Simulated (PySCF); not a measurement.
O⁺ (oxygen, charge +1) across methods

[He] 2s2 2p2 3s1, high-spin 4P determinant (an excited configuration). All numbers are calculated (PySCF 2.14, no relativity, point nucleus, in dyall-acv3z).

| method | E (hartree) | mean ε 2s β (eV) | mean ε 2p α (eV) | mean ε 3s α (eV) | Σ⟨r²⟩ (bohr²) | ⟨S²⟩ |
| --- | --- | --- | --- | --- | --- | --- |
| B97-3 | -73.7139 | -49.016 | -39.220 | -10.245 | 18.49 | 3.752 |
| M06 | -73.6910 | -48.844 | -38.710 | -10.049 | 18.43 | 3.751 |
| PBE0 | -73.6670 | -48.582 | -39.069 | -10.273 | 18.43 | 3.752 |
| MN15 | -73.7114 | -49.752 | -39.620 | -10.382 | 18.28 | 3.751 |
| PBE | -73.6557 | -46.415 | -36.228 | -9.624 | 18.35 | 3.751 |
| LDA | -73.1628 | -46.283 | -36.181 | -9.666 | 18.31 | 3.751 |
| r2SCAN | -73.6983 | -46.819 | -37.360 | -9.686 | 18.54 | 3.753 |
| CAM-B3LYP | -73.7134 | -50.278 | -40.530 | -11.189 | 18.29 | 3.751 |

Q: Estimate the same row for UHF.

A: E (hartree) = -73.54080; mean ε 2s β (eV) = -53.436; mean ε 2p α (eV) = -47.015; mean ε 3s α (eV) = -11.836; Σ⟨r²⟩ (bohr²) = 18.73; ⟨S²⟩ = 3.754.

The outer electron is Rydberg-like, and this basis confines it to a smaller radius and binds it less than a complete one would.
